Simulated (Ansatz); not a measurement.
Compare A (`[SiH3]CC[SeH]`) with its isomer B (`CC[SiH2][SeH]`).

Calculated with Ansatz (gas phase, PBE0-D4/def2-TZVP geometries, no zero-point term in ΔE). CBS: MP2 limit from def2 TZ/QZ plus the TZ coupled-cluster correction, frozen cores. Functionals use def2-TZVPP. B3LYP here is the variant with VWN-RPA as its local correlation; programs differ in this. For Se outer-core shells are correlated without core-valence functions, which leaves a few kJ/mol of doubt a bond. Scalar relativity is left out up to krypton. One conformer a species, not always the lowest.

A:

```xyz
12

Si    0.386    1.577   -0.789
C     0.290   -0.267   -0.418
C    -0.689   -0.588    0.694
Se   -0.889   -2.502    1.078
H     0.828    2.323    0.421
H     1.350    1.836   -1.891
H    -0.953    2.088   -1.189
H     0.011   -0.797   -1.334
H     1.294   -0.617   -0.156
H    -0.424   -0.092    1.628
H    -1.703   -0.274    0.437
H     0.500   -2.687    1.518
```

B:

Z-matrix (Å, degrees):
```
C
C 1 1.524
H 1 1.093 2 111.3
H 1 1.093 2 111.4 3 -120.1
H 1 1.092 2 111.1 3 119.6
Si 2 1.872 1 114.2 3 -60.3
H 2 1.097 1 110.8 3 60.5
H 2 1.096 1 110.7 3 177.8
Se 6 2.286 2 112.7 1 -59.0
H 6 1.487 2 111.0 1 56.4
H 6 1.487 2 110.3 1 177.8
H 9 1.470 6 93.1 2 -66.0
```

(1) Which isomer does CCSD(T)/CBS put lower? Give the gap. (Best estimate.)

(2) Give E(B) − E(A) in kcal/mol with CCSD(T)/def2-TZVPP, B3LYP, CCSD/def2-TZVPP, B3LYP-D4, ωB97M-V, MP2/def2-TZVPP, B2PLYP. (An estimate is asked.)

Largest T1 diagnostic: 0.010.

Results:

(1) Ansatz gave: B, by 26.3 kcal/mol.

(2) The calculation gave: CCSD(T)/def2-TZVPP -25.1, B3LYP -25.5, CCSD/def2-TZVPP -25.3, B3LYP-D4 -25.8, ωB97M-V -26.4, MP2/def2-TZVPP -25.8, B2PLYP -25.7. None reverses the order clearly.

From PBE to PBE0 (25 % exact exchange), in def2-TZVPP and without D4, E(B) − E(A) moves by −0.9 kcal/mol.
